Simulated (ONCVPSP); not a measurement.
## phosphorus (P): ONCV pseudisation with BLYP, scalar-relativistic reference atom.

ONCVPSP 4.0.1 was run on this input:

```
# ATOM AND REFERENCE CONFIGURATION
# atsym  z   nc   nv     iexc    psfile
  P 15.00    3    2  -106131      upf
#
#   n    l    f
    1    0    2.00
    2    0    2.00
    2    1    6.00
    3    0    2.00
    3    1    2.75
#
# PSEUDOPOTENTIAL AND OPTIMIZATION
# lmax
    2
#
#   l,   rc,      ep,       ncon, nbas, qcut
    0    1.15    0.00    5    8    5.00
    1    1.50    0.00    4    7    5.80
    2    1.15    0.05    4    7    7.30
#
# LOCAL POTENTIAL
# lloc, lpopt,  rc(5),   dvloc0
    2    5    1.15    0.00
#
# VANDERBILT-KLEINMAN-BYLANDER PROJECTORs
# l, nproj, debl
    0    2    2.00
    1    1    1.70
    2    0    1.90
#
# MODEL CORE CHARGE
# icmod, fcfact, rcfact
    0    0.00    0.00
#
# LOG DERIVATIVE ANALYSIS
# epsh1, epsh2, depsh
   -2.00    5.00    0.02
#
# OUTPUT GRID
# rlmax, drl
    6.00    0.01
#
# TEST CONFIGURATIONS
# ncnf
    4
# nvcnf
#   n    l    f
    2
    3    0    2.00
    3    1    3.00
#
    2
    3    0    2.00
    3    1    2.00
#
    2
    3    0    2.00
    3    1    1.00
#
    2
    3    0    1.00
    3    1    3.00
#
```

Command:

```bash
oncvpsp.x < P.dat > P.out
```

Resulting log (shortened: citation, most of the input echo, consistency checks and plot data are left out):

```
ONCVPSP  (Optimized Norm-Conservinng Vanderbilt PSeudopotential)
scalar-relativistic version 4.0.1

#   n    l    f        energy (Ha)
    1    0    2.00    -7.6732022E+01
    2    0    2.00    -6.4763962E+00
    2    1    6.00    -4.6651595E+00
    3    0    2.00    -5.8801949E-01
    3    1    2.75    -2.7115825E-01

Reference configufation results
  iterations    29
  all-electron total energy (Ha)   -3.42017867D+02

Begin loop to  construct optimized pseudo wave functions
and semi-local pseudopoentials for all angular momenta

   Wellstate for l =  0  n =  4
     eigenvalue =   1.4120
     asymptotic potential =   1.9120
     half-point radius =  2.4915

Calculating optimized projector #   1

 for l=   0

    Fraction of norm inside rc  0.131630
    Optimizing pswf for qcut=   5.02 a_B^-1,  ecut=  12.58 Ha

optimize: ERROR ps0norm > uunorm, code will stop
```

The run stopped because the continuity conditions at rc already need more norm inside rc than the all-electron wave has, so norm conservation cannot be met.

The run took about 0.35 s on one core of a shared server CPU.
